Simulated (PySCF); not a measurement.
**Excitation energy of Ar⁺ by level of theory**

Ar⁺ [Ne] 3s2 3p5 (2P) → Ar⁺ [Ne] 3s2 3p4 4s1 (4P), as a difference of total energies. Computed with PySCF 2.14 in dyall-av3z, with the spin-free X2C one-electron Hamiltonian (Gaussian nucleus). Correlated levels: valence: [Ne] frozen; virtual orbitals above 40 to 60 times the deepest correlated orbital energy dropped. The calculations carry no spin-orbit coupling.

Task: Order these methods by the excitation energy they give, lowest first.
A. UHF
B. CCSD (valence)
C. MP2 (valence)
D. SCS-MP2 (valence)

Result: A (128230 cm⁻¹), B (132540 cm⁻¹), C (132820 cm⁻¹), D (133820 cm⁻¹).

Errors of the correlated levels include the incompleteness of this basis and the frozen core.

For comparison: 134270 cm⁻¹ (measured; NIST levels, between the centres of gravity of the two terms).
